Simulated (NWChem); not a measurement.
Species: CH₆GeSe; SMILES C[Se][GeH3]

```xyz
9

Se     0.4233     0.9582     0.0101
C     -1.4335     1.5742    -0.0032
H     -1.3957     2.6718    -0.0040
H     -1.9663     1.2345     0.8948
H     -1.9542     1.2330    -0.9076
Ge    -0.0300    -1.3466     0.0038
H      1.3337    -2.0541     0.0212
H     -0.8529    -1.7355     1.2481
H     -0.8208    -1.7366    -1.2608
```
Atoms are numbered in this order, from 1.

Coordinates come from a PBE0/def2-SVP optimisation.

Spin-orbit effects, on the heavy nuclei and on their neighbours, are missing.

### Question
Give the principal values of the shielding tensors (ppm) of Se1, C2, Ge6 from PBE/pcSseg-1, GIAO (NWChem), with their diamagnetic and paramagnetic parts as GIAO splits them.

### Answer
```csv
atom,σ11,σ22,σ33,isotropic,diamagnetic,paramagnetic
Se1,1723.9,1752.0,2403.3,1959.7,2998.2,-1038.5
C2,156.7,160.3,186.9,168.0,249.5,-81.6
Ge6,1293.5,1413.2,1608.3,1438.3,2757.0,-1318.7
```
